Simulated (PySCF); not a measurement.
CH4BF2OP.
Atom-mapped SMILES: `[F:1][CH:2]([F:3])[O:4][BH:5][PH2:6]` (hydrogens: H7 on C2; H8 on B5; H9, H10 on P6)

A GFN2-xTB structure with every atom displaced at random (by about 0.01 Å) was refined with PBE0-D3(BJ)/def2-SVP geometry optimisation, gas phase (PySCF). Values at the start:

```
 coordinate    start
      F1–C2  1.334 Å
      C2–O4  1.365 Å
      C2–H7  1.110 Å
      O4–B5  1.322 Å
      B5–P6  1.903 Å
      B5–H8  1.170 Å
      P6–H9  1.394 Å
   F1–C2–F3   105.8°
   F1–C2–O4   109.3°
   C2–O4–B5   130.9°
   F3–C2–O4   113.4°
   O4–B5–P6   126.1°
F1–C2–O4–B5     123°
C2–O4–B5–P6       5°
```

Question: How do these coordinates change at the PBE0-D3(BJ)/def2-SVP level?

Answer: 
```tsv
coordinate	PBE0-D3(BJ)/def2-SVP (Å or °)	change
O4–B5	1.364	+0.042
B5–H8	1.208	+0.038
P6–H9	1.420	+0.026
B5–P6	1.911	+0.008
C2–H7	1.103	-0.007
C2–O4	1.360	-0.005
F1–C2	1.335	+0.001
O4–B5–P6	128.1	+2.0
F1–C2–F3	107.5	+1.7
F3–C2–O4	112.1	-1.3
F1–C2–O4	108.5	-0.8
C2–O4–B5	131.1	+0.2
C2–O4–B5–P6	0	-5
F1–C2–O4–B5	119	-4
```

The energy falls by 11.7 kJ/mol over 7 energy and gradient evaluations, the largest force component goes from 0.0383 to 3.8e-04 Eh/bohr, and the atoms move by 0.107 Å rms after alignment. The bond that changes most is O4–B5 (boron-bound oxygen to three-coordinate boron), which lengthens by 0.042 Å. Bonds longer at the end by more than 0.005 Å: 5 of 9; shorter: 2. Rotational constants go from 6246, 1710, 1431 to 6120, 1661, 1413 MHz.

The run used 108 basis functions and 43 SCF cycles in all. Hardware: Arm Neoverse N1, one thread (shared host). Cost: 42 s wall, 0.44 GiB resident at most.

PBE0-D3(BJ)/def2-SVP frequencies: not computed here. One conformer, not necessarily the lowest.

Shape of the structure used: `[F:1][CH:2]([F:3])[O:4][BH:5][PH2:6]`: F1–C2–O4–B5 119°, C2–O4–B5–P6 0°, H–P6–B5–O4 49°, H–P6–B5–O4 148°.
